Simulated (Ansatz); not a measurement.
Program: Ansatz. Geometries: PBE0-D4/def2-TZVP. ΔE: electronic, gas phase. CCSD(T)/CBS adds triple-zeta CCSD(T) − MP2 to the extrapolated MP2 energy (def2 sets, frozen cores). Functionals use def2-TZVPP. For Se outer-core shells are correlated without core-valence functions, which leaves a few kJ/mol of doubt a bond. Scalar relativity is left out up to krypton. One conformer a species, not always the lowest.

Consider the substitution at a C–O bond: `CO[SiH](Cl)OC` + `O[SiH](F)[SeH]` → `C[Se][SiH](O)F` + `CO[SiH](O)Cl`.

**Question.** Is it downhill or uphill in electronic energy at CCSD(T)/CBS, and by how much? (Estimate.)

**Answer.** Computed: Downhill: ΔE = -0.55 eV.

**Question.** What do these levels give: PBE-D4, ωB97M-V, r2SCAN, MP2/def2-TZVPP, SCS-MP2/def2-QZVPP, MP2/CBS(def2)? (Estimate.)

**Answer.** Ansatz gave: PBE-D4 -0.54, ωB97M-V -0.52, r2SCAN -0.52, MP2/def2-TZVPP -0.61, SCS-MP2/def2-QZVPP -0.56, MP2/CBS(def2) -0.63 eV.

Largest T1 diagnostic among the species: 0.011.

In def2-TZVPP, CCSD(T) changes the Hartree–Fock value by −0.14 eV (the triples alone add −0.02 eV) and MP2 by −0.22 eV.
